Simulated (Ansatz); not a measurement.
Consider the formal exchange of groups at a C–Si bond: `C=C[SiH2]Cl` + `C=[CH][GeH3]` → `C=[CH][GeH2][CH]=C` + `[SiH3]Cl`.

Isolated molecules relaxed with PBE0-D4/def2-TZVP in Ansatz; ΔE leaves out vibrations. CCSD(T)/CBS adds triple-zeta CCSD(T) − MP2 to the extrapolated MP2 energy (def2 sets, frozen cores). This one scheme is used for every species. For Ge outer-core shells are correlated without core-valence functions, which leaves a few kJ/mol of doubt a bond. Scalar relativity is left out up to krypton. Each species was taken in one conformer, which may not be the lowest.

| species | CCSD(T)/CBS(def2) energy (Eh) |
| --- | --- |
| `C=C[SiH2]Cl` | -827.99751 |
| `C=[CH][GeH3]` | -2155.78858 |
| `C=[CH][GeH2][CH]=C` | -2233.08210 |
| `[SiH3]Cl` | -750.69636 |

**Question.** Work out ΔE.

**Answer.** ΔE = (-2233.08210) + (-750.69636) − (-827.99751) − (-2155.78858) = 0.00763 Eh = +4.8 kcal/mol.

Largest T1 diagnostic among the species: 0.012.

In def2-TZVPP, CCSD(T) changes the Hartree–Fock value by −2.0 kcal/mol (the triples alone add −0.2 kcal/mol) and MP2 by −2.2 kcal/mol.
